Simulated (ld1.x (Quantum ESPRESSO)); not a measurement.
Results of a calculation; reference values are marked as such.
## Hardness and transferability of assorted potentials

Generated with ld1.x 7.5 (TM, RRKJ, ultrasoft, PAW), atompaw 4.2 or ONCVPSP 4.0.1. The cutoff is in Ry: for ld1.x and atompaw files where the sum of valence levels is converged to 10 mRy in a Bessel basis, for ONCV files where the hardest occupied wave has 1 mHa per electron of residual kinetic energy. The error is the largest all-electron minus pseudo excitation energy over each file’s own four to seven test configurations (ionisations up to +4, promotions, holes and added fractions of an electron), all of which were solved. The labels leave out finer settings (local radius, basis sizes, second energies), which also bear on the numbers. Spin-polarised tests are not counted. The rows are a selection from randomly drawn settings: files with unsolved tests, undetermined cutoffs or missed reference levels are left out.

```csv
element,potential,cutoff (Ry),largest error (meV),bound ghosts
B,"TM semilocal, Wu–Cohen, scalar-relativistic, rc 1.30/3.95/3.25 (spd), local p, core correction no, reference 2s2 2p1",21,+583,none
P,"TM, PBEsol, scalar-relativistic, rc 1.25/1.90/1.65 (spd), local s, core correction no, reference 3s1.5 3p3.5",40,+244,none
S,"RRKJ, LDA (PZ), non-relativistic, rc 1.30/1.10 (sp), local s, core correction yes, reference 3s2 3p4",90,+70,none
S,"TM semilocal, PBEsol, scalar-relativistic, rc 1.10/1.40/1.45 (spd), local d, core correction yes, reference 3s1.75 3p4.25",60,+86,none
Sr,"RRKJ, PBE, fully relativistic, rc 3.90/2.20/2.40 (spd), local s, core correction yes, reference 4p6 4d0 5s2 5p0",15,-747,none
Pt,"TM semilocal, PBEsol, scalar-relativistic, rc 2.55/1.50/1.60/2.30 (spdf), local s, core correction yes, reference 5p6 5d9 6s1 6p0",60,+106,none
```

Fill in the row for Fe: TM, PBEsol, scalar-relativistic, rc 1.10/0.95/1.55 (spd), local p, core correction no, reference 3s2 3p6 3d6 4s0 4p0.

cutoff 140 Ry, largest error +571 meV, bound ghosts: none.

Fill in the row for F: RRKJ, PBE, scalar-relativistic, rc 0.64/1.70/1.40 (spd), local p, core correction yes, reference 2s2 2p5.

cutoff 230 Ry, largest error +1249 meV, bound ghosts: none.

Fill in the row for As: ultrasoft, PBE, scalar-relativistic, rc 1.80/1.85/1.95 (spd), local smoothed, core correction yes, reference 4s2 4p3.

cutoff 10 Ry, largest error -421 meV, bound ghosts: none.
